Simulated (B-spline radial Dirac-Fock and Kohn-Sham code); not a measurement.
**Diagram lines of Cr³⁺**

System: the Cr³⁺ ion, [Ar] 3d3.

Model: relaxed Dirac-Fock hole states (ΔSCF) with Breit and QED corrections and a finite nucleus. Program: a B-spline atomic structure program. A line energy is the difference of two single-hole energies; the list is a selection of electric-dipole transitions between resolved j subshells. Electron correlation is not included.

```tsv
line	energy (eV)	wavelength (Å)
K-M3	5947.9	2.0845
K-M2	5946.8	2.0849
K-L3	5412.6	2.2907
K-L2	5404.2	2.2942
L1-M3	658.1	18.839
L1-M2	657.1	18.869
L2-M1	507.9	24.409
L3-M1	499.5	24.821
```

Values without a named source are computed, but for edge energies of neutral atoms, which are taken from tables.
